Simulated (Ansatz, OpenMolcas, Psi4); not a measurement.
How basis sets differ on CH4BFO (SMILES OCBF)

CH4BFO: 8 atoms, total charge 0, spin state singlet. SMILES: `OCBF`. The shape is that of a PBE0-D4/def2-TZVP optimisation. This is one conformer, not always the lowest.

| atom | x (Å) | y (Å) | z (Å) |
| --- | --- | --- | --- |
| O | -1.2405 | 0.7626 | -0.1693 |
| C | 0.1179 | 0.4250 | -0.0136 |
| B | 0.3686 | -1.1120 | 0.0760 |
| F | -0.6229 | -1.9767 | 0.0072 |
| H | -1.3191 | 1.7175 | -0.2173 |
| H | 0.5631 | 0.8720 | 0.8937 |
| H | 0.7442 | 0.7998 | -0.8434 |
| H | 1.4810 | -1.5454 | 0.2108 |

Each level gives the dipole moment (D). The values are calculated.

```csv
level,kind,program,value (D),CPU time
HF/STO-3G,Hartree–Fock,Ansatz,1.82,0.69 s
HF/3-21G,Hartree–Fock,OpenMolcas,3.24,1.9 s
HF/6-31G* (spherical functions),Hartree–Fock,Ansatz,2.88,3.9 s
HF/def2-SVP,Hartree–Fock,Ansatz,3.02,4.8 s
HF/def2-SVP (density fitting),Hartree–Fock,Psi4,3.02,1.7 s
HF/def2-SVPD,Hartree–Fock,OpenMolcas,3.05,18 s
```

The values span 1.82 to 3.24 D. Magnitudes only. Sets without polarisation functions give poor dipoles. Without the sets that lack polarisation functions the rows with a basis span only 2.88 to 3.05 D. Times are those of the runs behind each value, whatever else they computed, on shared processors of several kinds: orders of magnitude only.
